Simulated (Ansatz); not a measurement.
Computed with Ansatz.

A structure relaxed at PBE0-D4/def2-TZVP, charge 0, multiplicity 1:

| atom | x (Å) | y (Å) | z (Å) |
| --- | --- | --- | --- |
| C1 | -0.197 | 0.238 | 1.225 |
| O2 | -0.153 | -0.803 | 0.279 |
| Ga3 | 0.188 | -0.626 | -1.444 |
| Br4 | 0.593 | 1.507 | -2.171 |
| H5 | -1.189 | 0.270 | 1.687 |
| H6 | 0.011 | 1.222 | 0.789 |
| H7 | 0.541 | 0.048 | 2.011 |
| H8 | 0.206 | -1.855 | -2.377 |

Question: Give its formula and SMILES.

Answer: CH4BrGaO, `C[O][GaH][Br]`.

Question: Point group (tolerance 0.08 Å, 0.16 Å for H)?

Answer: Cs.

Question: Summarise the bond lengths by kind.

Answer: 1 × C–O 1.407 Å; 3 × C–H 1.095 to 1.096 Å; 1 × Ga–O 1.766 Å; 1 × Br–Ga 2.290 Å; 1 × Ga–H 1.543 Å.
